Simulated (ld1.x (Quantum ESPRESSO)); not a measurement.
# Mn, ultrasoft: configuration errors across variants

Mn, ultrasoft, made with ld1.x (Quantum ESPRESSO) 7.5 (PBE, fully relativistic). Core [Ne], reference 3s2 3p6 3d5 4s2 4p0. Waves: 3s (bound): rcut 1.15, rcutus 1.20 bohr; 4s (bound): rcut 1.15, rcutus 1.20 bohr; 3p (bound): rcut 1.70, rcutus 1.85 bohr; 4p (bound, empty): rcut 1.70, rcutus 1.85 bohr; 3d (bound): rcut 0.75, rcutus 1.00 bohr; 3d channel at -0.1 Ry: rcut 0.75, rcutus 1.00 bohr. Local part: all-electron potential smoothed inside 1.25 bohr (lloc = -2). Core correction: a·sin(br)/r model core inside 0.45 bohr. Augmentation charge: PSQ, inside the norm-conserving radii.

Open shells are filled in proportion to 2j + 1 (rel_dist='average').

All-electron excitation energies from the reference (eV): (1) 3s2 3p6 3d5 4s1 4p0 8.416; (2) 3s2 3p6 3d5 4s0 4p0 24.015; (3) 3s2 3p6 3d4 4s0 4p0 56.534; (4) 3s2 3p6 3d5.5 4s1.5 4p0 -0.482; (5) 3s2 3p6 3d6 4s1 4p0 -0.358.

Tests that are not counted but printed errors over 1 eV. “waves 3d (bound): rcut 0.64, rcutus 0.68 bohr; 3d channel at -0.1 Ry: rcut 0.64, rcutus 0.68 bohr”: 3s2 3p5 3d5 4s2 4p0 (solver errors, printed error -2305 eV). “waves 3d (bound): rcut 0.75, rcutus 0.86 bohr; 3d channel at -0.1 Ry: rcut 0.75, rcutus 0.86 bohr”: 3s2 3p5 3d5 4s2 4p0 (solver errors, printed error -2304 eV). “waves 3d (bound): rcut 0.75, rcutus 1.46 bohr; 3d channel at -0.1 Ry: rcut 0.75, rcutus 1.46 bohr”: 3s2 3p6 3d4 4s0 4p0 (solver errors, printed error -2112 eV).

Errors AE − PS in meV (a dash: test not solved or not reliable):

| change | (1) | (2) | (3) | (4) | (5) | bound ghosts |
| --- | --- | --- | --- | --- | --- | --- |
| base | -0.4 | -1.9 | -45 | -4.8 | -14 | none |
| waves 3d (bound): rcut 0.64, rcutus 0.68 bohr; 3d channel at -0.1 Ry: rcut 0.64, rcutus 0.68 bohr | -0.8 | -3.8 | -51 | -6.3 | -18 | none |
| waves 3d (bound): rcut 0.75, rcutus 0.86 bohr; 3d channel at -0.1 Ry: rcut 0.75, rcutus 0.86 bohr | -0.7 | -3.2 | -51 | -6.0 | -18 | none |
| waves 3d (bound): rcut 0.75, rcutus 1.28 bohr; 3d channel at -0.1 Ry: rcut 0.75, rcutus 1.28 bohr | -0.6 | -2.7 | -50 | -5.8 | -17 | none |
| waves 3d (bound): rcut 0.75, rcutus 1.46 bohr; 3d channel at -0.1 Ry: rcut 0.75, rcutus 1.46 bohr | -0.7 | -3.1 | – | -6.3 | -18 | none |

(1) Give the same row for: waves 3d (bound): rcut 0.75, rcutus 1.20 bohr; 3d channel at -0.1 Ry: rcut 0.75, rcutus 1.20 bohr.

Answers

(1) -0.5, -2.4, -49, -5.6, -16; bound ghosts: none.
